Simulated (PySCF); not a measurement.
Computed shifts of a molecule CH2F2O2Si, HF/pcSseg-1 in PySCF, GIAO, gas phase, equivalent atoms averaged, in ppm (number of nuclei): ¹³C: 185.6 (1). ²⁹Si: -52.2 (1). ¹⁹F: -129.3 (2). ¹H: 7.07 (1), 4.78 (1). References: ¹⁷O against H2O (σ = 333.0 ppm); ¹³C against TMS (σ = 192.6 ppm); ²⁹Si against TMS (σ = 393.8 ppm); ¹⁹F against CFCl3 (σ = 238.5 ppm); ¹H against TMS (σ = 31.99 ppm), references at their B3LYP-D3(BJ)/def2-TZVP geometries, non-relativistic. Geometry: B3LYP-D3(BJ)/def2-SVP. The values are those of a single conformer.

Problem. Identify the compound among the candidates.
A. O=CO[SiH](F)F
B. F[Si]1(F)OCO1
C. O=C[Si](O)(F)F
D. O=C(O)[SiH](F)F

Solution. D, O=C(O)[SiH](F)F
